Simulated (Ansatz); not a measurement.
The cluster NaLi₄. Charge 0, multiplicity 2. Geometry r2SCAN/def2-TZVP.

Cartesian coordinates in Å:
```
Li -1.712 1.859 -0.482
Li 1.066 0.917 -0.398
Li -1.392 -0.801 -1.811
Li -0.542 -1.026 0.956
Na 2.581 -0.949 1.735
```

LC-ωPBE has ω = 0.4 bohr⁻¹. At r2SCAN/def2-TZVP, r2SCANh/def2-TZVP, LC-ωPBE/def2-TZVP the charge 0 doublet is spin-contaminated (final ⟨S²⟩ up to 0.98, 0.75 for a pure state). Another isomer (doublet) lies 0.09 eV lower at PBE0/def2-TZVP; other spin states weren't run for this one.

Task: Estimate the α-spin orbital energies around the gap (eV) in Ansatz with PBE/def2-TZVP, r2SCAN/def2-TZVP, r2SCANh/def2-TZVP, PBE0/def2-TZVP, LC-ωPBE/def2-TZVP.

Result: 
```
orbital  PBE/def2-TZVP  r2SCAN/def2-TZVP  r2SCANh/def2-TZVP  PBE0/def2-TZVP  LC-ωPBE/def2-TZVP
 HOMO−9         -50.81            -52.42             -53.88          -54.91             -56.60
 HOMO−8         -50.81            -52.41             -53.88          -54.91             -56.58
 HOMO−7         -50.64            -52.16             -53.63          -54.74             -56.43
 HOMO−6         -50.56            -52.13             -53.61          -54.67             -56.39
 HOMO−5         -27.88            -29.05             -30.28          -31.26             -33.53
 HOMO−4         -27.87            -29.05             -30.28          -31.26             -33.52
 HOMO−3         -27.86            -29.04             -30.27          -31.25             -33.50
 HOMO−2          -4.40             -4.53              -4.81           -5.19              -7.41
 HOMO−1          -3.06             -3.07              -3.25           -3.51              -4.96
   HOMO          -2.75             -2.84              -3.02           -3.22              -4.73
   LUMO          -2.19             -1.98              -1.81           -1.68              -0.25
 LUMO+1          -1.82             -1.60              -1.44           -1.33               0.03
 LUMO+2          -1.32             -1.17              -0.99           -0.80               0.56
 LUMO+3          -1.27             -1.13              -0.95           -0.77               0.71
 LUMO+4          -0.99             -0.73              -0.57           -0.47               0.89
 LUMO+5          -0.87             -0.59              -0.43           -0.34               1.02
 β HOMO          -3.01             -3.04              -3.22           -3.47              -4.98
 β LUMO          -2.08             -1.89              -1.73           -1.58              -0.17
```
